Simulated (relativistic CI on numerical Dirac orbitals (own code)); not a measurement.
# Dy XLII: computed level list

These numbers are calculated, not measured: Dirac-Coulomb-Breit CI, orbitals from a KLI potential per configuration, a model potential for QED, unscaled Slater integrals (own radial code, finite nucleus).

CI space (outside the closed core [Ne]): 3s²3p⁶3d⁷, 3s²3p⁵3d⁸, 3s²3p⁴3d⁹, 3s3p⁶3d⁸, 3p⁶3d⁹, 3s3p⁵3d⁹, 3s²3p⁶3d⁶4s, 3s²3p⁶3d⁶4p, 3s²3p⁴3d⁸4s, 3s²3p⁶3d⁶4d, 3s²3p⁴3d⁸4p, 3s²3p⁵3d⁷4s, 3s²3p⁶3d⁶4f, 3s²3p⁴3d⁸4d, 3s3p⁵3d⁸4s, 3s²3p⁵3d⁷4p, 3s3p⁵3d⁸4p, 3s²3p⁵3d⁷4d, 3s²3p⁶3d⁵4s², 3s3p⁵3d⁸4d, 3s3p⁶3d⁷4s, 3p⁶3d⁸4s, 3s²3p⁶3d⁵4s4p, 3s²3p⁵3d⁷4f, 3p⁶3d⁸4p, 3s²3p⁶3d⁶5s, 3s3p⁶3d⁷4p, 3s²3p⁶3d⁵4p², 3s²3p⁶3d⁶5p, 3p⁶3d⁸4d, 3s²3p⁶3d⁶5d, 3s²3p⁵3d⁶4s², 3s²3p⁶3d⁶5f, 3s3p⁶3d⁶4s², 3s²3p⁵3d⁷5s, 3s²3p⁶3d⁶6s. Levels of other configurations are missing.

The lowest level is 3s²3p⁶3d⁷ ⁴F9/2, with 64 % of that term; Hund's rules for 3s²3p⁶3d⁷ give ⁴F with J = 9/2, in agreement.

```csv
No.,Configuration,Term,J,E (10³ cm⁻¹),%,Next component (%),Landé g
1,3s²3p⁶3d⁷,⁴F,9/2,0.0,64,32 ²G,1.235
2,3s²3p⁶3d⁷,²P,3/2,87.0,50,26 ²D,1.210
3,3s²3p⁶3d⁷,²D,5/2,129.6,49,24 ⁴P,1.225
4,3s²3p⁶3d⁷,⁴F,7/2,293.5,88,11 ²G,1.189
5,3s²3p⁶3d⁷,²H,9/2,347.5,35,33 ²G,1.104
6,3s²3p⁶3d⁷,⁴F,3/2,361.4,35,34 ⁴P,0.990
7,3s²3p⁶3d⁷,⁴P,5/2,375.2,59,26 ⁴F,1.382
8,3s²3p⁶3d⁷,⁴P,1/2,388.2,52,48 ²P,1.694
9,3s²3p⁶3d⁷,²H,11/2,405.7,100,,1.082
10,3s²3p⁶3d⁷,²G,7/2,445.8,51,45 ²F,1.007
11,3s²3p⁶3d⁷,²F,5/2,487.8,68,27 ²D,0.972
12,3s²3p⁶3d⁷,²D,3/2,603.3,83,12 ⁴F,0.782
13,3s²3p⁶3d⁷,⁴F,5/2,643.7,57,37 ²D,1.110
14,3s²3p⁶3d⁷,⁴P,3/2,671.1,36,30 ²P,1.183
15,3s²3p⁶3d⁷,²H,9/2,705.4,61,35 ²G,0.989
16,3s²3p⁶3d⁷,²P,1/2,706.7,52,48 ⁴P,1.627
17,3s²3p⁶3d⁷,²F,7/2,732.7,54,37 ²G,1.048
18,3s²3p⁶3d⁷,²D,5/2,901.2,73,19 ²F,1.156
19,3s²3p⁶3d⁷,²D,3/2,1031.9,56,21 ⁴F,0.859
20,3s²3p⁵3d⁸,⁴G°,11/2,2651.6,94,6 ²H°,1.253
21,3s²3p⁵3d⁸,²D°,5/2,2735.2,58,19 ²F°,1.175
22,3s²3p⁵3d⁸,²F°,7/2,2741.8,58,34 ⁴D°,1.217
23,3s²3p⁵3d⁸,⁴F°,9/2,2793.9,60,31 ²G°,1.230
24,3s²3p⁵3d⁸,²P°,1/2,2868.0,41,40 ²S°,1.406
25,3s²3p⁵3d⁸,⁴D°,7/2,2955.1,54,26 ²F°,1.292
26,3s²3p⁵3d⁸,²P°,3/2,2955.1,44,24 ⁴D°,1.215
27,3s²3p⁵3d⁸,²D°,5/2,2976.7,49,15 ⁴P°,1.222
28,3s²3p⁵3d⁸,⁴G°,9/2,3012.5,67,26 ²G°,1.146
29,3s²3p⁵3d⁸,²P°,3/2,3021.6,38,20 ²D°,1.292
30,3s²3p⁵3d⁸,⁴D°,7/2,3053.7,38,31 ⁴F°,1.245
```

Energies count from the lowest computed level; ° marks odd parity.

The mean weight of the leading LS term, summed over parents, in these 30 levels is 57 %, and that of the leading jj configuration (from the same eigenvectors) 95 %, so jj coupling describes them better and the LS labels are nominal.

At this charge energies of transitions that change n are usually good to better than 1 %, and those within a shell (Δn = 0) to a few per cent.

LS names give the leading component of a level, which can be under half, so a name can repeat, a term be missing and a line seem to break the LS rules.
